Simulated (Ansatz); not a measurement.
Reaction (cleavage of the Si–Si bond): `C[SiH](F)[SiH2]O` + HCl → `C[SiH](F)Cl` + silanol

Program: Ansatz. Geometries: PBE0-D4/def2-TZVP. ΔE: electronic, gas phase. CBS: MP2 limit from def2 TZ/QZ plus the TZ coupled-cluster correction, frozen cores. This one scheme is used for every species. Functionals use def2-TZVPP. HSE06 is defined as in plane-wave codes. Each species was taken in one conformer, which may not be the lowest.

CCSD(T)/CBS gives -128.1 kJ/mol.

Q: Another level gave -126.5 kJ/mol. Which?
A. ωB97M-V/def2-TZVPP
B. r2SCAN-D4/def2-TZVPP
C. revPBE-D4/def2-TZVPP
D. HSE06/def2-TZVPP

A: B. r2SCAN-D4 -126.5, HSE06 -119.9, revPBE-D4 -110.2, ωB97M-V -132.9 kJ/mol.

Q: What do rigid-rotor, harmonic-oscillator terms from PBE0-D4/def2-TZVP frequencies (298.15 K, 1 bar) make of the CCSD(T)/CBS value? (An estimate is asked.)

A: Computed: ΔZPE = +5.2 kJ/mol, ΔH = -126.6 kJ/mol, ΔS = 6 J/(mol·K), ΔG = -128.5 kJ/mol. Modes under 50 cm⁻¹ make the entropy rough.

Largest T1 diagnostic among the species: 0.012.

From r2SCAN to r2SCAN0 (25 % exact exchange), in def2-TZVPP and without D4, ΔE moves by −3.4 kJ/mol. Leaving LDA and LC-ωPBE aside and taking each functional with its dispersion term where it has one, the values, not all of them listed here, spread over 23.2 kJ/mol, from ωB97M-V to PBE-D4. The D4 term adds +4.0 kJ/mol with B3LYP and +2.7 kJ/mol with PBE0; it sums over pairs of atoms, weighted by their polarisabilities, and B3LYP, whose exchange is more repulsive, gets the larger term.

CCSD(T)/CBS has its own doubt, a few kJ/mol and more with outer-core shells, so smaller differences from it don't rank the levels.

B3LYP here is the variant with VWN-RPA as its local correlation; programs differ in this.
